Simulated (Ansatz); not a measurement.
Consider the ligand exchange at the Si–O bond: `[SiH3]O[Si]S` + `[OH][In]([SH])[Cl]` → `[SiH3][O][In]([SH])[Cl]` + `O[Si]S`.

Calculated with Ansatz (gas phase, PBE0-D4/def2-TZVP geometries, no zero-point term in ΔE). CCSD(T)/CBS adds triple-zeta CCSD(T) − MP2 to the extrapolated MP2 energy (def2 sets, frozen cores). This one scheme is used for every species. Functionals use def2-TZVPP. B3LYP here is the variant with VWN-RPA as its local correlation; programs differ in this. Elements past krypton have def2 core potentials. For In outer-core shells are correlated without core-valence functions, which leaves a few kJ/mol of doubt a bond. Each species was taken in one conformer, which may not be the lowest.

`[SiH3]O[Si]S`:

```xyz
8

Si   -1.408   -0.053    0.278
O     0.219    0.088    0.058
Si    1.548    0.831    0.691
S     3.072    0.085   -0.644
H    -1.729   -1.479    0.525
H    -1.844    0.768    1.438
H    -2.093    0.414   -0.951
H     2.236   -0.654   -1.394
```

`[OH][In]([SH])[Cl]`:

Cartesian coordinates in Å:
```
O -0.372 -1.354 1.477
In -0.037 -0.073 0.024
S 1.244 1.877 0.316
Cl -0.989 -0.595 -2.032
H -0.919 -2.089 1.184
H 1.075 2.235 -0.969
```

`[SiH3][O][In]([SH])[Cl]`:

```xyz
9

Si    1.217    0.197    1.358
O    -0.061   -0.276    0.456
In   -0.786    0.092   -1.330
S    -2.769   -0.983   -1.987
Cl    0.399    1.572   -2.641
H     0.744    0.955    2.548
H     1.968   -1.002    1.821
H     2.144    1.067    0.581
H    -2.857   -1.622   -0.806
```

`O[Si]S`:

Cartesian coordinates in Å:
```
O -0.846 -0.835 -0.744
Si -1.176 0.676 -0.180
S 0.641 1.269 0.859
H -0.007 -1.278 -0.597
H 1.388 0.168 0.662
```

```tsv
level	ΔE (kJ/mol)
B3LYP-D4	3.4
ωB97M-V	0.2
B2PLYP	1.9
r2SCAN	2.6
PBE0	1.9
MP2/def2-TZVPP	0.2
SCS-MP2/def2-QZVPP	-0.2
CCSD/CBS(def2)	-1.4
```

Q: What does CCSD(T)/CBS give? (An estimate is asked.)

A: Ansatz gave: -1.0 kJ/mol. The listed levels differ from it by 4.4, 1.2, 2.9, 3.6, 2.9, 1.2, 0.8, -0.4 kJ/mol.

Largest T1 diagnostic among the species: 0.015.
